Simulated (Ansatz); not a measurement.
C₂H₈N₂W, SMILES `[CH3][W]([CH3])(=[NH])=[NH]`. The species carries charge 0 and has multiplicity 1. W takes the def2 core potential. The structure was optimised at the PBE0-D4/def2-TZVP level. It is one conformer, not always the lowest.

```xyz
13

C     1.885    0.366    0.257
W    -0.171   -0.156    0.313
C    -1.207    0.250   -1.494
N    -0.261   -1.881    0.586
N    -0.918    0.810    1.566
H     2.407    0.150    1.192
H     2.379   -0.198   -0.542
H     1.981    1.439    0.058
H    -2.264   -0.022   -1.453
H    -0.746   -0.317   -2.311
H    -1.144    1.321   -1.715
H    -0.526   -2.702    1.108
H    -1.414    0.940    2.434
```

Task: What is the dipole moment at r2SCAN/def2-TZVPP? (Best estimate.)

Result: Computed: 0.29 D, with components (-0.13, -0.12, 0.24) D in this frame, pointing from negative to positive charge.

Task: And with PBE, B3LYP, ωB97M-V? (Best estimate.)

Result: The calculation gave: PBE 0.38 D, B3LYP 0.33 D, ωB97M-V 0.35 D.

Task: Give the Mulliken charges with r2SCAN, PBE, B3LYP in def2-TZVPP. (An estimate is asked.)

Result: Computed: 
```csv
atom,r2SCAN,PBE,B3LYP
C1,-0.44,-0.46,-0.49
W2,0.92,0.68,0.87
C3,-0.44,-0.46,-0.49
N4,-0.45,-0.37,-0.42
N5,-0.45,-0.37,-0.42
H6,0.09,0.11,0.11
H7,0.08,0.11,0.10
H8,0.08,0.11,0.11
H9,0.09,0.11,0.11
H10,0.08,0.11,0.11
H11,0.08,0.11,0.10
H12,0.17,0.17,0.16
H13,0.17,0.17,0.16
```

B3LYP here is the variant with VWN-RPA as its local correlation; programs differ in this.
